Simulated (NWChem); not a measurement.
GeH₂BrCl; SMILES [Cl][GeH2][Br]

```xyz
5

Ge    -0.6761     0.5565     0.0000
Cl     0.8893     2.0334     0.0000
Br     0.2708    -1.5374     0.0000
H     -1.4790     0.7170     1.2930
H     -1.4790     0.7170    -1.2930
```
Atoms are numbered in this order, from 1.

All runs use the structure optimised with PBE0/def2-SVP. B3LYP is NWChem's, with the RPA form of VWN correlation.

Symmetry labels are those of Cs in the frame above (b1 and b2, or b-type labels, depend on it).

Q: List the 6 lowest vertical singlet excitations from B3LYP/def2-SVPD, TDA (NWChem).

A: 
```csv
state,energy (eV),oscillator strength,symmetry,leading excitation (squared amplitude)
S1,5.75,0.014,a",HOMO → LUMO (0.98)
S2,5.90,0.021,a',HOMO−1 → LUMO (0.95)
S3,6.38,0.006,a",HOMO−2 → LUMO (0.96)
S4,6.56,0.033,a',HOMO−3 → LUMO (0.90)
S5,6.63,0.004,a",HOMO → LUMO+1 (0.98)
S6,6.84,0.026,a',HOMO−1 → LUMO+1 (0.89)
```
